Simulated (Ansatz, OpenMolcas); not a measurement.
## Predicting a hybrid from its neighbours: CH3Cl3Si

The species is CH3Cl3Si (8 atoms), meant as a singlet with charge 0. SMILES: `C[Si](Cl)(Cl)Cl`. Geometry: relaxed at PBE0-D4/def2-TZVP.

The vertical ionisation energy (to the doublet cation) y, in eV, basis cc-pVDZ; a is the functional's share of exact exchange. Programs: Ansatz 0.2.0, OpenMolcas 26.06.

| functional | program | a | y (eV) |
| --- | --- | --- | --- |
| PBE | Ansatz | 0 | 10.54 |
| TPSS | OpenMolcas | 0 | 10.68 |
| B3LYP | Ansatz | 0.2 | 11.01 |
| r2SCAN0 | Ansatz | 0.25 | 11.39 |
| PBE0 | Ansatz | 0.25 | ? |
| BHLYP | Ansatz | 0.5 | 11.54 |

Fit y = c + s·a to the known rows and predict PBE0.


1. Means of the 5 rows: a = 0.1900, y = 11.032.
2. Σ(Δa)² = 0.172, Σ(Δa·Δy) = 0.3391, so the slope is 0.3391/0.172 = 1.9715.
3. Intercept: 11.032 − (1.9715) × 0.1900 = 10.657. The largest residual of the fit is 0.24.
4. PBE0: 10.657 + (1.9715) × 0.25 = 11.15 eV.

The run gave 11.17 eV, so the prediction is off by -0.02 eV, within the scatter of the fit.
